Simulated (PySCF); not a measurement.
Computed IR spectrum (relative IR intensity) of a molecule CH5Cl2NSi. Geometry: PBE0-D3(BJ)/def2-SVP. The values are those of a single conformer. Method: PySCF with PBE0-D3(BJ)/def2-SVP. Frequencies are harmonic and unscaled.

| ν (cm⁻¹) | relative intensity |
|---|---|
| 131 | 6.1 |
| 231 | 5.1 |
| 256 | 4.0 |
| 288 | 12 |
| 428 | 90 |
| 483 | 25 |
| 570 | 100 |
| 722 | 19 |
| 756 | 9.4 |
| 809 | 51 |
| 873 | 67 |
| 917 | 84 |
| 1272 | 21 |
| 1421 | 3.4 |
| 1424 | 2.4 |
| 1537 | 36 |
| 3606 | 27 |
| 3707 | 27 |

Question: Identify the compound among the candidates.
A) C[Si](N)(Cl)Cl
B) NC[SiH](Cl)Cl
C) CN[SiH](Cl)Cl

Answer: A, C[Si](N)(Cl)Cl
